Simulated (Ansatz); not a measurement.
```xyz
10

N    -0.034   -0.016    2.325
Al    0.714    0.037    0.727
Si   -0.618   -0.491   -1.258
S    -0.336    1.126   -2.664
H    -0.990   -0.276    2.506
H     0.428    0.229    3.187
H     2.230    0.495    0.625
H    -0.308   -1.802   -1.902
H    -2.087   -0.476   -1.015
H     1.000    1.175   -2.531
```

Total charge 0; spin multiplicity 1.

Problem. List the PBE/def2-TZVPP orbital energies in eV (Ansatz). (An estimate is asked.)

Solution. The calculation gave: Occupied: -2395.63, -1779.75, -1506.40, -380.05, -208.59, -154.74, -154.65, -154.50, -137.47, -106.70, -94.25, -94.18, -94.16, -68.79, -68.59, -68.57, -20.71, -18.03, -12.82, -11.93, -10.78, -9.93, -8.44, -8.41, -7.91, -6.79, -6.44, -5.79. Lowest empty: -2.00, -1.20, -0.69, -0.01, 0.38, 0.67, 0.83, 1.74.
